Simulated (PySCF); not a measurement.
Isomers C₉H₁₃F:

A. SMILES C1CC(C/C(=C\C=C)F)C1
B. `C=C[C@@]1(F)CCCCC1=C`
C. `C1CC(=C)C[C@H](C(=C)F)C1`

Spectrum 1. 1H NMR (400 MHz, computed): δ 6.60 (m, 1H), 6.08 (m, 1H), 5.43 (m, 1H), 5.31 (m, 1H), 2.72 (m, 1H), 2.39 (m, 2H), 2.20 (m, 2H), 1.99 (m, 1H), 1.84 (m, 1H), 1.67 (m, 2H). 13C{1H} NMR (computed): δ 173.9 (C), 138.4 (CH), 122.0 (CH2), 117.8 (CH), 41.6 (CH2), 33.3 (CH), 27.7 (CH2), 16.4 (CH2).

Spectrum 2. 1H NMR (400 MHz, computed): δ 5.04 (m, 1H), 5.03 (m, 1H), 4.69 (m, 1H), 4.49 (m, 1H), 2.43 (m, 1H), 2.31 (m, 1H), 2.27 (m, 1H), 2.01 (m, 1H), 2.00 (m, 1H), 1.92 (m, 1H), 1.79 (m, 1H), 1.70 (m, 1H), 1.29 (m, 1H). 13C{1H} NMR (computed): δ 182.0 (C), 156.8 (C), 114.5 (CH2), 93.8 (CH2), 49.7 (CH), 42.9 (CH2), 38.9 (CH2), 33.9 (CH2), 31.7 (CH2).

Spectrum 3. 1H NMR (400 MHz, computed): δ 6.61 (m, 1H), 5.87 (m, 1H), 5.52 (m, 1H), 5.47 (m, 1H), 5.23 (m, 1H), 2.45 (m, 1H), 2.26 (m, 1H), 2.06 (m, 1H), 1.86 (m, 1H), 1.86 (m, 1H), 1.85 (m, 1H), 1.59 (m, 1H), 1.35 (m, 1H). 13C{1H} NMR (computed): δ 157.4 (C), 145.4 (CH), 117.8 (CH2), 114.1 (CH2), 100.6 (C), 44.2 (CH2), 38.4 (CH2), 31.8 (CH2), 28.0 (CH2).

No solvent, non-relativistic, rapidly exchanging positions averaged, one computed conformer. σ from GIAO-PBE0/pcSseg-1; GFN2-xTB geometry; PySCF 2.14.

References, each an isolated molecule treated in the same way: 1H (σref 31.72) and 13C (σref 186.93) against TMS. Splittings of carbon signals by F and P are missing where no couplings were computed. Where no couplings were computed, multiplicities follow the n + 1 count of equivalent neighbours, and m marks all less simple cases (inequivalent or close neighbours, rings, F or P nearby). Shifts are as computed. Against solution values, carbons near 30 ppm lie about +3 ppm off and those near 130 ppm about +5 ppm. Of 1211 compounds with measured shifts, 218 miss one by over three times the rms of a fit or turn the order of signals round; such compounds aren't used in these exercises.

Q: Match each spectrum to its structure.

A: 1–A, 2–C, 3–B.

- Spectrum 1 (A): 8 13C signals; δC 138.4 is an alkene CH; δC 122.0 is a terminal =CH2 carbon.
- Spectrum 2 (C): 9 13C signals; δC 156.8 is a fully substituted alkene carbon; δC 114.5 is a terminal =CH2 carbon.
- Spectrum 3 (B): 9 13C signals; δC 157.4 is a fully substituted alkene carbon; δC 145.4 is an alkene CH.
